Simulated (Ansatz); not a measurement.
Saddle point of Al2H4ClO4, doublet (Al₂H₄ClO₄ ([OH][Al]1[O][Al]([OH2])([Cl])[OH]1) → Al₂H₄ClO₄ ([OH][Al]1[OH][Al]([OH])([Cl])[OH]1); bonds formed: O2–H7; dative contacts that become bonds: Al1–O8; bonds broken: H7–O8), PBE0-D4/def2-TZVP structure:

```xyz
11
angstrom
Al 0.0932 -0.0099 1.0127
O 1.0955 0.2594 -0.4039
Al -0.1791 -0.0153 -1.6358
O -1.3342 -0.1240 -0.0342
O -0.3777 -1.6228 -2.2099
Cl 0.1979 -1.1830 2.7332
H 1.1128 1.4259 0.3483
O 0.5868 1.7623 1.2889
H -2.0954 -0.7028 0.0289
H -0.2579 -1.8445 -3.1316
H 1.1581 2.0549 2.0034
```

Energies are electronic, without zero-point energy. Barriers and step energies count from the start structure reached by relaxing down the imaginary mode; all methods use the PBE0-D4 structures, on which another method's saddle can fall below an end. Computed with Ansatz 0.2.0 (basis: def2-TZVPP, with def2-QZVPP for the basis limit); correlated methods freeze the cores; orbitals are unrestricted. B3LYP uses VWN-RPA correlation. Extrapolation: Hartree–Fock as exp(−7.88 √X), correlation as X^−2.97.

```csv
method,barrier (kJ/mol),step energy (kJ/mol)
SPW92,-5.7,-100.7
PBE-D4,10.6,-102.3
BLYP-D4,17.4,-107.6
r2SCAN-D4,15.1,-110.3
B97M-V,28.3,-111.9
PBE0-D4,16.9,-110.7
B3LYP-D4,21.2,-114.3
r2SCAN0-D4,19.6,-115.4
BHLYP-D4,29.4,-122.5
CAM-B3LYP-D4,?,-116.9
wB97X-V,22.5,-113.7
wB97M-V,23.3,-111.5
B2PLYP,?,-113.5
PBE-QIDH,?,-114.1
RPA on PBE,21.5,-115.4
HF,51.3,-131.5
MP2,20.2,-113.2
CCSD,28.5,-117.7
CCSD(T),24.0,-113.8
```

(1) Fill in the withheld barriers. (Judge from chemistry; the value comes from the calculation.)

No T1 diagnostic of these runs exceeds 0.014. ⟨S²⟩ of the unrestricted Hartree–Fock references: 0.75 (a pure state has 0.75).

## Answers

(1) By the calculation: PBE-QIDH 20.9; CAM-B3LYP-D4 20.1; B2PLYP 22.7 kJ/mol. Each is the energy of the saddle less that of the start structure, by the same method.

For comparison, the barrier by CCSD(T) at an estimated basis limit (MP2 extrapolated from triple and quadruple zeta, plus CCSD(T) − MP2 in triple zeta) is 25.1 kJ/mol.

Labels in which every atom is bracketed show which atoms are joined, not bond orders.

For scale, one of the runs: CCSD(T)/def2-TZVPP, 306 basis functions, launched by `ansatz run in.yaml --threads 4 --pin off --events-out ev --progress --plain --max-ram 66560MiB --backend cuda --devices 0, --max-vram 37GiB`. Hardware: 4 CPU threads of an AMD EPYC 7R13 and a share of one NVIDIA H100, shared host. Wall time 30 s; peak host memory 0.87 GiB.
